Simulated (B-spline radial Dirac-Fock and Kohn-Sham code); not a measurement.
# Internal conversion coefficients of Pb at 11.1 keV

Z = 82 (lead), transition energy 11.1 keV. These are calculated numbers from a radial B-spline solver; the model is a Dirac-Hartree-Slater potential of the neutral atom with a Latter tail (no hole, which puts coefficients of high multipoles low close above an edge), finite nucleus with surface currents. The K shell is not open to conversion at this energy. Subshells that would emit electrons below 1 keV are left out.

```tsv
subshell	electron energy (keV)	E1	E2	E3	E4	M5
M1	7.25	0.772	416	33900	1.11e+06	2.66e+10
M2	7.55	1.17	23600	8.25e+06	7.72e+08	4.01e+08
M3	8.03	2.06	30000	9.73e+06	8.54e+08	3.69e+12
M4	8.51	1.14	461	2.09e+06	3.31e+09	2.62e+10
M5	8.62	1.50	403	3.45e+06	4.25e+09	6.79e+12
total		8.53	71500	3.13e+07	1.24e+10	1.48e+13
```

Question: For a pure E1 transition, what fraction of decays emits a photon?

Answer: 1/(1 + α) = 0.105 with the total α = 8.53; the total includes the outer subshells that are not listed.
